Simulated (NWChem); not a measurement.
Molecule: InH3SeO2; SMILES [OH][In]([OH])[SeH]

```xyz
7

In    -0.0109     0.6657     0.0000
O     -1.7331     1.6743     0.0000
H     -1.6122     2.6307     0.0000
O      1.7631     1.5868     0.0000
H      1.6945     2.5483     0.0000
Se    -0.0360    -1.8250     0.0000
H      1.4358    -1.8380     0.0000
```
Atoms are numbered in this order, from 1.

Program: NWChem. All runs use the structure optimised with PBE0/def2-SVP (def2 core potentials past Kr).

Q: Estimate the computed values for TPSS/3-21G, non-relativistic. Quantities: highest occupied level (eV); orbital gap (eV); dipole (D).

A: The highest occupied level (eV) comes out as -5.81 and the orbital gap (eV) is 3.72. The dipole (D) comes out as 3.33.
